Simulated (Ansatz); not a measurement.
Mulliken charges of `[SH][Zr]([SH])([SH])[Cl]` from PBE/def2-TZVPP in Ansatz (PBE0-D4/def2-TZVP geometry).

```tsv
atom	x (Å)	y (Å)	z (Å)	charge (e)
S1	0.132	1.329	1.747	-0.276
Zr2	-0.429	-0.350	0.099	0.670
S3	0.121	0.533	-2.092	-0.287
S4	1.030	-2.212	0.597	-0.285
Cl5	-2.679	-0.947	0.207	-0.243
H6	-0.944	2.055	1.374	0.132
H7	0.934	1.438	-1.511	0.145
H8	1.835	-1.847	-0.422	0.144
```

Q: By hand: the dipole of these point charges (1 e Å = 4.8032 D).

A: Σ q r = (0.274, 0.320, -0.134) e Å, of length 0.442 e Å = 2.12 D.

Q: How does the dipole of the full density compare? (Estimate.)

A: Ansatz gave: (0.135, 0.194, -0.091) e Å, 1.22 D; the point charges give 1.74 times that, at 6° from its direction.

Point charges leave out the atoms' own dipoles, such as those of lone pairs, and Mulliken's split depends on the basis, so the two needn't agree.
